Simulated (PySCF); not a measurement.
**The third ionisation energy along group 16**

Calculated with PySCF 2.14 from differences of total energies of unrestricted determinants, without spin-orbit coupling. Values in eV. The last column holds reference values (NIST; (s) semi-empirical, (t) theoretical, else measured). Unmarked ones compare directly (S terms, centres of terms, or small fine structure); those marked * lie between the lowest fine-structure levels and include a spin-orbit shift.

```csv
element,configurations,UHF,MP2 (valence),SCS-MP2 (valence),CCSD (valence),CCSD(T) (valence),reference
"O (def2-SVP, non-relativistic)",[He] 2s2 2p2 → [He] 2s2 2p1,54.789,54.915,54.812,54.644,54.648,54.936 (s) *
"S (def2-SVP, non-relativistic)",[Ne] 3s2 3p2 → [Ne] 3s2 3p1,34.073,34.383,34.300,34.404,34.412,34.86 ± 0.04 (s) *
"Se (def2-SVP, non-relativistic)",[Ar] 3d10 4s2 4p2 → [Ar] 3d10 4s2 4p1,30.926,31.194,31.125,31.221,31.228,31.697 ± 0.019 *
```

"Valence" correlates the outer s and p shells and, in groups 3 to 12 and the f block, the outer d or f shell, open or full, or the next shell where the ion has no valence electron left; the wider scheme adds the next inner shell.
